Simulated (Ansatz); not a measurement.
Start from `C#C[SiH]([SiH3])Cl` and change one atom or group to get `CC[SiH]([SiH3])Cl`.

Ansatz, PBE0-D4/def2-TZVP geometries, multiplicity 1. Each molecule was computed in one conformer, which needn't be the lowest.

```
                                      property  `C#C[SiH]([SiH3])Cl`
         HOMO energy (ωB97M-V/def2-TZVPP) / eV                -10.04
             LUMO energy (PBE/def2-TZVPP) / eV                 -1.90
             HOMO energy (PBE/def2-TZVPP) / eV                 -6.85
            HOMO energy (PBE0/def2-TZVPP) / eV                 -7.99
            LUMO energy (PBE0/def2-TZVPP) / eV                 -1.01
size of the dipole moment (PBE/def2-TZVPP) / D                  1.50
```

(1) What does the change do to each property? (An estimate is asked.)

Results:

(1) Ansatz gave: 
```
                                      property  `CC[SiH]([SiH3])Cl`  shift
         HOMO energy (ωB97M-V/def2-TZVPP) / eV                -9.93   0.11
             LUMO energy (PBE/def2-TZVPP) / eV                -1.06   0.84
             HOMO energy (PBE/def2-TZVPP) / eV                -6.72   0.13
            HOMO energy (PBE0/def2-TZVPP) / eV                -7.88   0.11
            LUMO energy (PBE0/def2-TZVPP) / eV                -0.19   0.82
size of the dipole moment (PBE/def2-TZVPP) / D                 1.77   0.27
```

With PBE0 the HOMO rises by 0.11 eV and the LUMO rises by 0.82 eV, so the gap widens by about 0.71 eV. PBE moves the HOMO by 0.13 eV and ωB97M-V by 0.11 eV. Dipoles are sizes alone; their direction can turn.
